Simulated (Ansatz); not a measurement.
A made-up structure of CH3Se, doublet:

C1  (-0.175, -0.390, 0.111)
Se2  (0.787, 0.630, 0.569)
H3  (-0.027, -0.938, 0.829)
H4  (-0.844, -0.439, -0.839)
H5  (0.258, 1.137, -0.669)
(Å)

It is relaxed with PBE-D4/def2-SVP and then PBE0-D4/def2-TZVP (Ansatz 0.2.0). Atoms count as bonded within 1.22 times the sum of their covalent radii (H–H: 0.88 Å). The end point is not checked to be a true minimum.

Does its bonding change? (Judge from chemistry; the calculation decides.)

The calculation gives: Yes. Formed: none; broken: Se2–H3.

Where it ends: The first stage lowers the energy by 5.99 eV in 7 steps. It ends as CH₃Se ([CH2][SeH]):
```tsv
atom	x (Å)	y (Å)	z (Å)
C1	-0.2421	-0.5579	0.1591
Se2	0.8609	0.9007	0.4334
H3	-0.2231	-1.3352	0.9072
H4	-0.8768	-0.6251	-0.7095
H5	0.4810	1.6176	-0.7901
```

Labels in which every atom is bracketed show which atoms are joined, not bond orders.

For scale, one of the runs: PBE0-D4/def2-TZVP relaxation, 97 basis functions, launched by `ansatz run in.yaml --threads 2 --pin off --events-out ev --progress --plain --max-ram 4352MiB`. Hardware: 2 CPU threads of an Arm Neoverse V1, shared host. Wall time about 12 s.
